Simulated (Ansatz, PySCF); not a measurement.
Potential energy curve for BH, singlet.

Levels of theory: UHF/cc-pVQZ (Ansatz, an electronic-structure program); RHF/cc-pVQZ (Ansatz); UKS-PBE = unrestricted PBE/cc-pVQZ in Ansatz; RKS-PBE = restricted PBE/cc-pVQZ run with Ansatz; UKS-CAM-B3LYP = Ansatz with unrestricted CAM-B3LYP/cc-pVQZ; RKS-CAM-B3LYP = restricted CAM-B3LYP/cc-pVQZ (Ansatz); UKS-B3LYP/6-31G* = unrestricted B3LYP/6-31G*, spherical d in PySCF; RKS-B3LYP/6-31G* = restricted B3LYP/6-31G*, spherical d (PySCF 2.14.0); UKS-B3LYP/LANL2DZ = unrestricted B3LYP/LANL2DZ in PySCF; RKS-B3LYP/LANL2DZ = PySCF with restricted B3LYP/LANL2DZ.

Scanned distances (Å): 0.98, 1.05, 1.12, 1.16, 1.21, 1.24, 1.29, 1.32, 1.36, 1.46, 1.54, 1.65, 1.89, 2.06, 2.24, 2.49, 2.73, 3.01, 3.31, 3.79, 4.37, 5.03.

Task: Where does the unrestricted solution first break spin symmetry (<S²> of 0.01 or more)?

Result: UHF: already at 0.98 Å; UKS-PBE: already at 0.98 Å; UKS-CAM-B3LYP: already at 0.98 Å; UKS-B3LYP/6-31G*: already at 0.98 Å; UKS-B3LYP/LANL2DZ: already at 0.98 Å.

```json
[
 {"R / Å": "0.98", "<S²> UHF": "0.53", "E(RHF) − E(UHF) / kcal/mol": "5.3", "<S²> UKS-PBE": "0.29", "E(RKS-PBE) − E(UKS-PBE) / kcal/mol": "1.0", "<S²> UKS-CAM-B3LYP": "0.19", "E(RKS-CAM-B3LYP) − E(UKS-CAM-B3LYP) / kcal/mol": "0.4", "<S²> UKS-B3LYP/6-31G*": "0.24", "E(RKS-B3LYP/6-31G*) − E(UKS-B3LYP/6-31G*) / kcal/mol": "0.7", "<S²> UKS-B3LYP/LANL2DZ": "0.30", "E(RKS-B3LYP/LANL2DZ) − E(UKS-B3LYP/LANL2DZ) / kcal/mol": "1.1"},
 {"R / Å": "1.05", "<S²> UHF": "0.52", "E(RHF) − E(UHF) / kcal/mol": "5.0", "<S²> UKS-PBE": "0.26", "E(RKS-PBE) − E(UKS-PBE) / kcal/mol": "0.8", "<S²> UKS-CAM-B3LYP": "0.16", "E(RKS-CAM-B3LYP) − E(UKS-CAM-B3LYP) / kcal/mol": "0.3", "<S²> UKS-B3LYP/6-31G*": "0.20", "E(RKS-B3LYP/6-31G*) − E(UKS-B3LYP/6-31G*) / kcal/mol": "0.5", "<S²> UKS-B3LYP/LANL2DZ": "0.26", "E(RKS-B3LYP/LANL2DZ) − E(UKS-B3LYP/LANL2DZ) / kcal/mol": "0.8"},
 {"R / Å": "1.12", "<S²> UHF": "0.50", "E(RHF) − E(UHF) / kcal/mol": "4.6", "<S²> UKS-PBE": "0.23", "E(RKS-PBE) − E(UKS-PBE) / kcal/mol": "0.6", "<S²> UKS-CAM-B3LYP": "0.13", "E(RKS-CAM-B3LYP) − E(UKS-CAM-B3LYP) / kcal/mol": "0.2", "<S²> UKS-B3LYP/6-31G*": "0.16", "E(RKS-B3LYP/6-31G*) − E(UKS-B3LYP/6-31G*) / kcal/mol": "0.3", "<S²> UKS-B3LYP/LANL2DZ": "0.21", "E(RKS-B3LYP/LANL2DZ) − E(UKS-B3LYP/LANL2DZ) / kcal/mol": "0.5"},
 {"R / Å": "1.16", "<S²> UHF": "0.50", "E(RHF) − E(UHF) / kcal/mol": "4.4", "<S²> UKS-PBE": "0.21", "E(RKS-PBE) − E(UKS-PBE) / kcal/mol": "0.5", "<S²> UKS-CAM-B3LYP": "0.11", "E(RKS-CAM-B3LYP) − E(UKS-CAM-B3LYP) / kcal/mol": "0.1", "<S²> UKS-B3LYP/6-31G*": "0.14", "E(RKS-B3LYP/6-31G*) − E(UKS-B3LYP/6-31G*) / kcal/mol": "0.2", "<S²> UKS-B3LYP/LANL2DZ": "0.18", "E(RKS-B3LYP/LANL2DZ) − E(UKS-B3LYP/LANL2DZ) / kcal/mol": "0.4"},
 {"R / Å": "1.21", "<S²> UHF": "0.48", "E(RHF) − E(UHF) / kcal/mol": "4.2", "<S²> UKS-PBE": "0.18", "E(RKS-PBE) − E(UKS-PBE) / kcal/mol": "0.4", "<S²> UKS-CAM-B3LYP": "0.09", "E(RKS-CAM-B3LYP) − E(UKS-CAM-B3LYP) / kcal/mol": "0.1", "<S²> UKS-B3LYP/6-31G*": "0.11", "E(RKS-B3LYP/6-31G*) − E(UKS-B3LYP/6-31G*) / kcal/mol": "0.2", "<S²> UKS-B3LYP/LANL2DZ": "0.15", "E(RKS-B3LYP/LANL2DZ) − E(UKS-B3LYP/LANL2DZ) / kcal/mol": "0.2"},
 {"R / Å": "1.24", "<S²> UHF": "0.48", "E(RHF) − E(UHF) / kcal/mol": "4.1", "<S²> UKS-PBE": "0.16", "E(RKS-PBE) − E(UKS-PBE) / kcal/mol": "0.3", "<S²> UKS-CAM-B3LYP": "0.08", "E(RKS-CAM-B3LYP) − E(UKS-CAM-B3LYP) / kcal/mol": "0.1", "<S²> UKS-B3LYP/6-31G*": "0.10", "E(RKS-B3LYP/6-31G*) − E(UKS-B3LYP/6-31G*) / kcal/mol": "0.1", "<S²> UKS-B3LYP/LANL2DZ": "0.12", "E(RKS-B3LYP/LANL2DZ) − E(UKS-B3LYP/LANL2DZ) / kcal/mol": "0.2"},
 {"R / Å": "1.29", "<S²> UHF": "0.46", "E(RHF) − E(UHF) / kcal/mol": "3.8", "<S²> UKS-PBE": "0.14", "E(RKS-PBE) − E(UKS-PBE) / kcal/mol": "0.2", "<S²> UKS-CAM-B3LYP": "0.05", "E(RKS-CAM-B3LYP) − E(UKS-CAM-B3LYP) / kcal/mol": "0.0", "<S²> UKS-B3LYP/6-31G*": "0.07", "E(RKS-B3LYP/6-31G*) − E(UKS-B3LYP/6-31G*) / kcal/mol": "0.1", "<S²> UKS-B3LYP/LANL2DZ": "0.09", "E(RKS-B3LYP/LANL2DZ) − E(UKS-B3LYP/LANL2DZ) / kcal/mol": "0.1"},
 {"R / Å": "1.32", "<S²> UHF": "0.46", "E(RHF) − E(UHF) / kcal/mol": "3.7", "<S²> UKS-PBE": "0.12", "E(RKS-PBE) − E(UKS-PBE) / kcal/mol": "0.1", "<S²> UKS-CAM-B3LYP": "0.04", "E(RKS-CAM-B3LYP) − E(UKS-CAM-B3LYP) / kcal/mol": "0.0", "<S²> UKS-B3LYP/6-31G*": "0.05", "E(RKS-B3LYP/6-31G*) − E(UKS-B3LYP/6-31G*) / kcal/mol": "0.0", "<S²> UKS-B3LYP/LANL2DZ": "0.07", "E(RKS-B3LYP/LANL2DZ) − E(UKS-B3LYP/LANL2DZ) / kcal/mol": "0.0"},
 {"R / Å": "1.36", "<S²> UHF": "0.45", "E(RHF) − E(UHF) / kcal/mol": "3.5", "<S²> UKS-PBE": "0.09", "E(RKS-PBE) − E(UKS-PBE) / kcal/mol": "0.1", "<S²> UKS-CAM-B3LYP": "0.02", "E(RKS-CAM-B3LYP) − E(UKS-CAM-B3LYP) / kcal/mol": "0.0", "<S²> UKS-B3LYP/6-31G*": "0.03", "E(RKS-B3LYP/6-31G*) − E(UKS-B3LYP/6-31G*) / kcal/mol": "0.0", "<S²> UKS-B3LYP/LANL2DZ": "0.04", "E(RKS-B3LYP/LANL2DZ) − E(UKS-B3LYP/LANL2DZ) / kcal/mol": "0.0"},
 {"R / Å": "1.46", "<S²> UHF": "0.42", "E(RHF) − E(UHF) / kcal/mol": "3.0", "<S²> UKS-PBE": "0.03", "E(RKS-PBE) − E(UKS-PBE) / kcal/mol": "0.0", "<S²> UKS-CAM-B3LYP": "0.00", "E(RKS-CAM-B3LYP) − E(UKS-CAM-B3LYP) / kcal/mol": "0.0", "<S²> UKS-B3LYP/6-31G*": "0.00", "E(RKS-B3LYP/6-31G*) − E(UKS-B3LYP/6-31G*) / kcal/mol": "0.0", "<S²> UKS-B3LYP/LANL2DZ": "0.00", "E(RKS-B3LYP/LANL2DZ) − E(UKS-B3LYP/LANL2DZ) / kcal/mol": "0.0"},
 {"R / Å": "1.54", "<S²> UHF": "0.40", "E(RHF) − E(UHF) / kcal/mol": "2.7", "<S²> UKS-PBE": "0.00", "E(RKS-PBE) − E(UKS-PBE) / kcal/mol": "0.0", "<S²> UKS-CAM-B3LYP": "0.00", "E(RKS-CAM-B3LYP) − E(UKS-CAM-B3LYP) / kcal/mol": "0.0", "<S²> UKS-B3LYP/6-31G*": "0.00", "E(RKS-B3LYP/6-31G*) − E(UKS-B3LYP/6-31G*) / kcal/mol": "0.0", "<S²> UKS-B3LYP/LANL2DZ": "0.00", "E(RKS-B3LYP/LANL2DZ) − E(UKS-B3LYP/LANL2DZ) / kcal/mol": "0.0"},
 {"R / Å": "1.65", "<S²> UHF": "0.37", "E(RHF) − E(UHF) / kcal/mol": "2.3", "<S²> UKS-PBE": "0.00", "E(RKS-PBE) − E(UKS-PBE) / kcal/mol": "0.0", "<S²> UKS-CAM-B3LYP": "0.00", "E(RKS-CAM-B3LYP) − E(UKS-CAM-B3LYP) / kcal/mol": "0.0", "<S²> UKS-B3LYP/6-31G*": "0.00", "E(RKS-B3LYP/6-31G*) − E(UKS-B3LYP/6-31G*) / kcal/mol": "0.0", "<S²> UKS-B3LYP/LANL2DZ": "0.00", "E(RKS-B3LYP/LANL2DZ) − E(UKS-B3LYP/LANL2DZ) / kcal/mol": "0.0"},
 {"R / Å": "1.89", "<S²> UHF": "0.40", "E(RHF) − E(UHF) / kcal/mol": "1.8", "<S²> UKS-PBE": "0.00", "E(RKS-PBE) − E(UKS-PBE) / kcal/mol": "0.0", "<S²> UKS-CAM-B3LYP": "0.00", "E(RKS-CAM-B3LYP) − E(UKS-CAM-B3LYP) / kcal/mol": "0.0", "<S²> UKS-B3LYP/6-31G*": "0.00", "E(RKS-B3LYP/6-31G*) − E(UKS-B3LYP/6-31G*) / kcal/mol": "0.0", "<S²> UKS-B3LYP/LANL2DZ": "0.00", "E(RKS-B3LYP/LANL2DZ) − E(UKS-B3LYP/LANL2DZ) / kcal/mol": "0.0"},
 {"R / Å": "2.06", "<S²> UHF": "0.57", "E(RHF) − E(UHF) / kcal/mol": "6.0", "<S²> UKS-PBE": "0.00", "E(RKS-PBE) − E(UKS-PBE) / kcal/mol": "0.0", "<S²> UKS-CAM-B3LYP": "0.00", "E(RKS-CAM-B3LYP) − E(UKS-CAM-B3LYP) / kcal/mol": "0.0", "<S²> UKS-B3LYP/6-31G*": "0.00", "E(RKS-B3LYP/6-31G*) − E(UKS-B3LYP/6-31G*) / kcal/mol": "0.0", "<S²> UKS-B3LYP/LANL2DZ": "0.00", "E(RKS-B3LYP/LANL2DZ) − E(UKS-B3LYP/LANL2DZ) / kcal/mol": "0.0"},
 {"R / Å": "2.24", "<S²> UHF": "0.69", "E(RHF) − E(UHF) / kcal/mol": "13.8", "<S²> UKS-PBE": "0.00", "E(RKS-PBE) − E(UKS-PBE) / kcal/mol": "0.0", "<S²> UKS-CAM-B3LYP": "0.26", "E(RKS-CAM-B3LYP) − E(UKS-CAM-B3LYP) / kcal/mol": "1.1", "<S²> UKS-B3LYP/6-31G*": "0.10", "E(RKS-B3LYP/6-31G*) − E(UKS-B3LYP/6-31G*) / kcal/mol": "0.1", "<S²> UKS-B3LYP/LANL2DZ": "0.08", "E(RKS-B3LYP/LANL2DZ) − E(UKS-B3LYP/LANL2DZ) / kcal/mol": "0.1"},
 {"R / Å": "2.49", "<S²> UHF": "0.84", "E(RHF) − E(UHF) / kcal/mol": "26.2", "<S²> UKS-PBE": "0.18", "E(RKS-PBE) − E(UKS-PBE) / kcal/mol": "0.3", "<S²> UKS-CAM-B3LYP": "0.56", "E(RKS-CAM-B3LYP) − E(UKS-CAM-B3LYP) / kcal/mol": "6.3", "<S²> UKS-B3LYP/6-31G*": "0.45", "E(RKS-B3LYP/6-31G*) − E(UKS-B3LYP/6-31G*) / kcal/mol": "3.3", "<S²> UKS-B3LYP/LANL2DZ": "0.44", "E(RKS-B3LYP/LANL2DZ) − E(UKS-B3LYP/LANL2DZ) / kcal/mol": "3.1"},
 {"R / Å": "2.73", "<S²> UHF": "0.92", "E(RHF) − E(UHF) / kcal/mol": "38.0", "<S²> UKS-PBE": "0.52", "E(RKS-PBE) − E(UKS-PBE) / kcal/mol": "2.9", "<S²> UKS-CAM-B3LYP": "0.74", "E(RKS-CAM-B3LYP) − E(UKS-CAM-B3LYP) / kcal/mol": "13.0", "<S²> UKS-B3LYP/6-31G*": "0.65", "E(RKS-B3LYP/6-31G*) − E(UKS-B3LYP/6-31G*) / kcal/mol": "8.5", "<S²> UKS-B3LYP/LANL2DZ": "0.66", "E(RKS-B3LYP/LANL2DZ) − E(UKS-B3LYP/LANL2DZ) / kcal/mol": "8.3"},
 {"R / Å": "3.01", "<S²> UHF": "0.97", "E(RHF) − E(UHF) / kcal/mol": "50.5", "<S²> UKS-PBE": "0.74", "E(RKS-PBE) − E(UKS-PBE) / kcal/mol": "7.4", "<S²> UKS-CAM-B3LYP": "0.86", "E(RKS-CAM-B3LYP) − E(UKS-CAM-B3LYP) / kcal/mol": "21.1", "<S²> UKS-B3LYP/6-31G*": "0.80", "E(RKS-B3LYP/6-31G*) − E(UKS-B3LYP/6-31G*) / kcal/mol": "15.0", "<S²> UKS-B3LYP/LANL2DZ": "0.81", "E(RKS-B3LYP/LANL2DZ) − E(UKS-B3LYP/LANL2DZ) / kcal/mol": "15.0"},
 {"R / Å": "3.31", "<S²> UHF": "0.99", "E(RHF) − E(UHF) / kcal/mol": "62.2", "<S²> UKS-PBE": "0.87", "E(RKS-PBE) − E(UKS-PBE) / kcal/mol": "12.3", "<S²> UKS-CAM-B3LYP": "0.93", "E(RKS-CAM-B3LYP) − E(UKS-CAM-B3LYP) / kcal/mol": "29.2", "<S²> UKS-B3LYP/6-31G*": "0.89", "E(RKS-B3LYP/6-31G*) − E(UKS-B3LYP/6-31G*) / kcal/mol": "21.6", "<S²> UKS-B3LYP/LANL2DZ": "0.91", "E(RKS-B3LYP/LANL2DZ) − E(UKS-B3LYP/LANL2DZ) / kcal/mol": "21.7"},
 {"R / Å": "3.79", "<S²> UHF": "1.00", "E(RHF) − E(UHF) / kcal/mol": "77.3", "<S²> UKS-PBE": "0.97", "E(RKS-PBE) − E(UKS-PBE) / kcal/mol": "18.9", "<S²> UKS-CAM-B3LYP": "0.98", "E(RKS-CAM-B3LYP) − E(UKS-CAM-B3LYP) / kcal/mol": "40.1", "<S²> UKS-B3LYP/6-31G*": "0.97", "E(RKS-B3LYP/6-31G*) − E(UKS-B3LYP/6-31G*) / kcal/mol": "30.4", "<S²> UKS-B3LYP/LANL2DZ": "0.97", "E(RKS-B3LYP/LANL2DZ) − E(UKS-B3LYP/LANL2DZ) / kcal/mol": "30.7"},
 {"R / Å": "4.37", "<S²> UHF": "1.01", "E(RHF) − E(UHF) / kcal/mol": "90.9", "<S²> UKS-PBE": "1.00", "E(RKS-PBE) − E(UKS-PBE) / kcal/mol": "24.3", "<S²> UKS-CAM-B3LYP": "1.00", "E(RKS-CAM-B3LYP) − E(UKS-CAM-B3LYP) / kcal/mol": "49.9", "<S²> UKS-B3LYP/6-31G*": "1.00", "E(RKS-B3LYP/6-31G*) − E(UKS-B3LYP/6-31G*) / kcal/mol": "37.8", "<S²> UKS-B3LYP/LANL2DZ": "1.00", "E(RKS-B3LYP/LANL2DZ) − E(UKS-B3LYP/LANL2DZ) / kcal/mol": "38.3"},
 {"R / Å": "5.03", "<S²> UHF": "1.01", "E(RHF) − E(UHF) / kcal/mol": "101.7", "<S²> UKS-PBE": "1.00", "E(RKS-PBE) − E(UKS-PBE) / kcal/mol": "27.7", "<S²> UKS-CAM-B3LYP": "1.00", "E(RKS-CAM-B3LYP) − E(UKS-CAM-B3LYP) / kcal/mol": "57.4", "<S²> UKS-B3LYP/6-31G*": "1.00", "E(RKS-B3LYP/6-31G*) − E(UKS-B3LYP/6-31G*) / kcal/mol": "42.4", "<S²> UKS-B3LYP/LANL2DZ": "1.00", "E(RKS-B3LYP/LANL2DZ) − E(UKS-B3LYP/LANL2DZ) / kcal/mol": "43.3"}
]
```
